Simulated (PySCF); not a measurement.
**TDDFT excited states: H4OSeSi**

Compound: H₄OSeSi.
Atom-mapped SMILES: `[OH:1][SiH2:2][SeH:3]` (hydrogens: H4 on O1; H5, H6 on Si2; H7 on Se3)

Level of theory: PySCF, TDDFT CAM-B3LYP/def2-SVPD, vertical, gas phase, core orbitals frozen in the response. Isolated species at its PBE0-D3(BJ)/def2-SVP geometry (one conformer only). Relativistic effects, spin–orbit coupling among them, are left out although an element past zinc is present. Torsions of this conformer, `[OH:1][SiH2:2][SeH:3]`: H–O1–Si2–Se3 -50°, H–Se3–Si2–O1 -64°.

Q: What does the calculation give for the low-lying excited states?

A: 

| state | E (eV) | E (hartree) | f | \|μ\| (D) | main configurations (H = HOMO, L = LUMO) |
| --- | --- | --- | --- | --- | --- |
| S1 | 5.47 | 0.2011 | 0.0071 | 0.59 | H→L (49%), H→L+2 (41%) |
| S2 | 6.06 | 0.2226 | 0.049 | 1.46 | H→L+2 (39%), H→L (30%), H→L+1 (23%) |
| S3 | 6.54 | 0.2402 | 0.033 | 1.15 | H→L+1 (64%), H→L (14%) |
| S4 | 7.25 | 0.2664 | 0.023 | 0.92 | H-1→L (71%) |
| S5 | 7.32 | 0.2690 | 0.020 | 0.86 | H→L+3 (67%), H-1→L (14%) |
| S6 | 7.45 | 0.2736 | 0.0024 | 0.29 | H-1→L+1 (34%), H-1→L+2 (26%), H→L+5 (14%) |
| S7 | 7.55 | 0.2776 | 0.062 | 1.47 | H→L+5 (65%), H-1→L+1 (12%) |
| S8 | 7.67 | 0.2819 | 0.012 | 0.65 | H→L+7 (58%), H→L+8 (15%), H→L+3 (10%) |
| S9 | 7.71 | 0.2832 | 0.090 | 1.76 | H→L+4 (64%), H→L+6 (15%), H→L+3 (9%) |
| S10 | 7.85 | 0.2886 | 0.0097 | 0.57 | H→L+6 (54%), H→L+4 (18%) |

Triplets, Tamm–Dancoff:

| state | E (eV) | λ (nm) | main configurations (H = HOMO, L = LUMO) |
| --- | --- | --- | --- |
| T1 | 5.05 | 245.7 | H→L (48%), H→L+2 (37%) |
| T2 | 5.67 | 218.7 | H→L+2 (40%), H→L (24%), H→L+1 (22%) |
| T3 | 6.08 | 204.0 | H→L+1 (60%), H→L (16%) |
| T4 | 6.62 | 187.3 | H-1→L+2 (51%), H-1→L (26%) |

The lowest singlet comes at 227 nm (528 kJ/mol) in the ultraviolet; it is weak; its leading configuration is HOMO→LUMO (49%). The strongest level in the table is S9 at 7.71 eV (161 nm, f = 0.090). Löwdin shares by element: HOMO selenium 80%, silicon 9%, hydrogen 6% or more; LUMO selenium 41%, silicon 22%, hydrogen 14% or more, oxygen 10%. The listed states span 2.38 eV, and the widest gap between neighbours is 0.71 eV (S3 to S4). The oscillator strengths of these states sum to 0.309; summed over the whole spectrum of an exact calculation they would give the number of electrons, 60 (Thomas–Reiche–Kuhn). Of the 10 states listed, 7 reach f = 0.01 and none stays under 0.0005. No computed singlet lies in the visible range (380 to 750 nm); the lowest, at 227 nm, stands 2.21 eV above its violet end (3.26 eV). All these states lie below the vertical ionisation energy of 9.59 eV (ΔSCF). Only the lowest 10 singlets were computed, as vertical energies without vibronic structure.
